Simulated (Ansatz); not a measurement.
Two spin states of ClO-, each at its own minimum; 2S+1 = 1, 3, 5 were tried, and our sources give no spin for the ground state.

Each state is the lowest solution found for its spin in def2 and cc sets. The singlet is a restricted closed-shell determinant, which can mix singlet states where a π or δ shell is part-filled.

Correlated levels freeze the cores.

Programs: Ansatz (Gaussian basis) for Hartree–Fock, density functionals and correlated methods. Each number belongs to the level named beside it.

```tsv
level	energy of the multiplicity-3 state above the multiplicity-1 state (kJ/mol)
PBE/def2-TZVPP	80.0
PBE0/def2-TZVPP	67.1
wB97X-V/def2-TZVPP	79.3
CCSD/def2-TZVPP	66.8
CCSD(T)/def2-TZVPP	?
```

Q: What belongs in the gaps?

A: 
- CCSD(T)/def2-TZVPP, energy of the multiplicity-3 state above the multiplicity-1 state (kJ/mol): 82.5

Ansatz is an electronic-structure program.
